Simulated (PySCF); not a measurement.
A calculated (wB97M-V, PySCF 2.14, aug-cc-pwCVTZ-DK3 with one added diffuse shell each of s, p, d, f type, the spin-free X2C one-electron Hamiltonian (Gaussian nucleus)) atom or ion has these occupied shells.

```csv
shell,electrons,orbital energy (eV),"rms radius, mean of both spins (bohr)"
1s α,1,-31690.7,0.0320
1s β,1,-31690.5,0.0320
2s α,1,-4908.2,0.130
2s β,1,-4908.2,0.130
2p α,3,-4407.0,0.116
2p β,3,-4406.8,0.116
3s α,1,-1006.8,0.343
3s β,1,-1006.6,0.343
3p α,3,-842.39,0.344
3p β,3,-842.17,0.344
3d α,5,-593.73,0.323
3d β,5,-593.55,0.323
4s α,1,-195.04,0.813
4s β,1,-194.56,0.813
4p α,3,-143.61,0.876
4p β,3,-143.15,0.876
4d α,5,-67.991,1.05
4d β,5,-67.350,1.05
5s α,1,-39.740,2.10
5p α,3,-27.802,2.43
```

(1) Name the element and its charge.

Answers

(1) Te²⁺ (tellurium, charge +2), in [Kr] 4d10 5s1 5p3, high-spin 5S determinant (an excited configuration).
